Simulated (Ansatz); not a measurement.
F2Sn, charge +1, quartet, geometry from GFN2-xTB of the parent state (such geometries of metal compounds can be far from the true shape) (a state made from the parent by changing its charge; the spin is typed, not shown lowest) (all electrons, no relativity); HF/STO-3G (Ansatz, an electronic-structure program).

Input for Ansatz:
Ansatz 0.2 input:
```yaml
crystal:
  periodic: [false, false, false]
  atoms:
    - {symbol: Sn, position_ang: [0.01449829, -0.00777246, 0.34340333]}
    - {symbol: F, position_ang: [0.74067978, 1.44200224, -0.95472046]}
    - {symbol: F, position_ang: [-0.82122585, -1.39882190, -0.95307583]}
basis:
  gaussian:
    orbitals: STO-3G
hamiltonian:
  xc: hf
total_charge: 1
magnetization: {spin_polarized: false, initial_magnetization: 3}
```

What the program printed (banner, timings and long lists left out):

```
Functional definition: HF
501 factors; integrals over basis functions are off by at most 3.0e-5 eV
mean field evaluation 1: about -167591.6684 eV, gradient 1.6e1 eV
mean field evaluation 2: about -167591.7474 eV, gradient 1.6e1 eV
mean field evaluation 4: about -167594.2848 eV, gradient 2.0e0 eV
mean field evaluation 8: about -167593.9545 eV, gradient 4.1e0 eV
mean field evaluation 16: about -167596.4110 eV, gradient 7.3e-1 eV
mean field evaluation 32: about -167596.4437 eV, gradient 5.3e-6 eV
mean field evaluation 64: about -167595.3038 eV, gradient 7.7e0 eV
mean field evaluation 96: about -167595.6216 eV, gradient 5.3e0 eV
mean field evaluation 128: about -167595.9866 eV, gradient 4.2e0 eV
mean field evaluation 160: about -167594.1785 eV, gradient 1.0e1 eV
mean field evaluation 192: about -167594.5518 eV, gradient 6.1e-1 eV
mean field evaluation 224: about -167596.6459 eV, gradient 2.9e-2 eV
mean field evaluation 256: about -167596.4273 eV, gradient 3.3e-1 eV
mean field evaluation 288: about -167596.6458 eV, gradient 1.6e-2 eV
mean field evaluation 320: about -167596.3598 eV, gradient 1.5e0 eV
mean field evaluation 352: about -167596.1671 eV, gradient 5.2e0 eV
mean field -167596.64655887 eV, -6159.0631599511 hartree, gradient 8.4e-6 eV, S^2 3.750000; 9 other end points of the search recorded, 0 dependent functions left out
reference -167596.64655887 eV, -6159.0631599511 hartree; 35, 32 occupied and 2, 5 virtual orbitals, 501 factors
Total energy: -167596.64655887 eV, -6159.0631599511 hartree
```
